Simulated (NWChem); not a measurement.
# Br anion

Computed with NWChem. Pople sets run with spherical d functions. Sets without diffuse functions describe the anion's extra electron poorly. The highest occupied level is positive in some or all of these runs, so the extra electron may be held by the finite basis. Total energies compare along this basis series because the functional is fixed.

```tsv
level	basis functions	energy (Ha)	highest occupied level (eV)
Hartree-Fock/STO-3G	18	-2544.5323	2.84
Hartree-Fock/3-21G	22	-2560.0913	-2.21
Hartree-Fock/6-31G*	32	-2572.1671	-3.34
Hartree-Fock/6-311G**	44	-2572.4374	-3.41
Hartree-Fock/def2-TZVPD	57	-2572.4870	-3.79
Hartree-Fock/def2-QZVP	75	-2572.5336	-3.64
```
